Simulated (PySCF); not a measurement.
**Unknown compound**

Molecular formula: CH$_{4}$B$_{3}$NO$_{3}$. Simulated spectra:

¹H NMR (500 MHz, computed): δ 13.34 (br s, 1H), 8.60 (s, 1H), 4.72 (br, 2H).

¹³C{¹H} NMR (computed): δ 187.0.

A single conformation, isolated molecule, averaged over atoms made equivalent by symmetry, fast rotation or ring inversion, no relativistic terms. Geometry: PBE0-D3(BJ)/def2-SVP; shielding tensors at PBE0/pcSseg-1 (GIAO); J: B3LYP/pcJ-1 (spin–dipole term only in couplings to heteroatoms); PySCF.

δ = σ(ref) − σ, references computed at the same level: ¹H, ¹³C vs TMS.

Propose a structure and justify it.

Results:


- Carbon types of the structure: 1 × CH, leaving 3 H on heteroatoms.
- δC 187.0: C=N carbon.
- δH 13.34: hydrogen on an imine nitrogen; exchangeable; this is the value without hydrogen bonding to other molecules.
- δH 8.60: hydrogen on a C=N carbon.
- δH 4.72: hydrogen on a boron bonded to 2 O, in a 6-membered ring.

The compound is SMILES [H]/N=C/B1OBOBO1.

The data come from this structure; uniqueness wasn't tested.

OH and NH positions are those of a molecule without intermolecular hydrogen bonds; in solution they move with solvent, concentration and temperature, and exchange usually removes their couplings. Hydrogens on boron are broadened and split by ¹¹B (spin 3/2, 80 %) and 10B (spin 3). A carbon bonded to boron is broadened by the quadrupolar boron nucleus and is often missing from a measured spectrum. Shifts are as computed. Against solution values, carbons near 30 ppm lie about +2 ppm off and those near 130 ppm about +5 ppm. Of 1313 compounds with measured shifts, 239 miss one by over three times the rms of a fit or turn the order of signals round; such compounds aren't used in these exercises. Couplings to exchangeable protons are dropped.
